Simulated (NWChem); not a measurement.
# CH$_{4}$F$_{2}$O$_{2}$Si; SMILES CO[Si](O)(F)F

```xyz
10

C      0.0615     2.3132    -0.0875
O      0.7471     1.0715     0.0074
Si     0.0170    -0.3934     0.0224
O     -1.2287    -0.3797     1.1036
F      1.1499    -1.4827     0.3973
F     -0.5449    -0.8251    -1.4401
H     -0.7942     2.3662     0.6199
H     -0.3182     2.4878    -1.1182
H      0.7761     3.1227     0.1610
H     -1.8639    -1.1137     1.0459
```
Atoms are numbered in this order, from 1.

Results from NWChem. Medium grid unless said otherwise, to which SCAN and Minnesota functionals are sensitive. Coordinates come from a PBE-D3(BJ)/def2-SVP optimisation. Total energies of different functionals are on different scales.

| level | energy (Ha) | highest occupied level (eV) | orbital gap (eV) | dipole (D) | relative time |
|---|---|---|---|---|---|
| B3LYP/def2-SVP | -679.9701 | -8.55 | 8.92 | 2.41 | 1 |
| PBE/def2-SVP | -679.3985 | -7.11 | 6.87 | 2.31 | 1 |
| LC-BLYP (range parameter 0.33 per bohr)/def2-SVP | -679.0856 | -11.06 | 13.54 | 2.42 | 5 |
| PBE0/def2-SVP | -679.4347 | -8.87 | 9.60 | 2.46 | 1 |
| N12/def2-SVP | -679.7658 | -7.12 | 6.91 | 2.41 | 2 |
| MPW1K/def2-SVP | -679.8303 | -10.17 | 11.56 | 2.56 | 1 |
| PW6B95/def2-SVP | -680.6312 | -9.01 | 9.69 | 2.46 | 1 |
| PW91/def2-SVP | -679.8133 | -7.18 | 6.81 | 2.31 | 2 |
| LDA (Slater exchange, PW92)/def2-SVP | -676.0797 | -7.22 | 6.78 | 2.39 | 1 |
| HCTH/407/def2-SVP | -679.8763 | -7.36 | 7.00 | 2.33 | 1 |
| M06-2X/def2-SVP | -679.7999 | -10.46 | 11.98 | 2.50 | 1 |

The last column is a rough cost ratio, cheapest run = 1.
